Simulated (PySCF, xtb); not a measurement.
B(AsH2)2(F) (As2BFH4), SMILES FB([AsH2])[AsH2].

GFN2-xTB run with xtb 6.7.1 at its own geometry gives an orbital gap of 3.03 eV and a dipole moment of 0.25 D.

Geometry: B3LYP-D3(BJ)/def2-SVP. This is a generated structure with no PubChem entry under its InChIKey; it may be hypothetical.

Problem. What does r2SCAN/def2-TZVP in PySCF give? (An estimate is asked for; the answer gives what the named calculation found.)

Solution. gap 4.31 eV (levels -6.36 and -2.05 eV), dipole 0.41 D.
